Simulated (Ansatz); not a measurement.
```yaml
crystal:
  periodic: [true, true, true]
  atoms:
    - {symbol: B, position_ang: [-1.068793, 0.155606, 0.498013]}
    - {symbol: C, position_ang: [-0.198385, -1.095677, 0.116125]}
    - {symbol: O, position_ang: [1.081921, -0.499998, -0.121320]}
    - {symbol: C, position_ang: [0.894215, 0.855162, -0.375969]}
    - {symbol: O, position_ang: [-0.340639, 1.255268, 0.210364]}
    - {symbol: H, position_ang: [-2.168935, 0.250290, 0.944456]}
    - {symbol: H, position_ang: [-0.088342, -1.852715, 0.896479]}
    - {symbol: H, position_ang: [-0.570042, -1.609552, -0.784887]}
    - {symbol: H, position_ang: [1.711260, 1.424409, 0.073221]}
    - {symbol: H, position_ang: [0.830940, 1.066007, -1.453382]}
basis:
  gaussian: {orbitals: cc-pVTZ-DK}
magnetization: {spin_polarized: true, initial_magnetization: 2}
hamiltonian: {xc: {name: HSE06}}
accuracy: high
output: {forces: true}
```

```sh
$ ansatz run in.yaml --threads 2 --pin off --events-out ev --progress --plain --max-ram 4352MiB
```

**Question.** How does Ansatz answer? (Best estimate.)

**Answer.** The calculation gave: The program refused the input.
```
Error: YAML parse error: error: line 2 column 3: crystal: missing field `lattice` (a structure is typed as `lattice` and `atoms`, a molecule's as `atoms` in Å alone, or read from a run's directory, `checkpoint`)
 --> <input>:2:3
  |
1 | crystal:
2 |   periodic: [true, true, true]
  |   ^ crystal: missing field `lattice` (a structure is typed as `lattice` and `atoms`, a molecule's as `atoms` in Å alone, or read from a run's directory, `checkpoint`)
3 |   atoms:
4 |     - {symbol: B, position_ang: [-1.068793, 0.155606, 0.498013]}
  |
```

HSE06 is defined as in plane-wave codes.
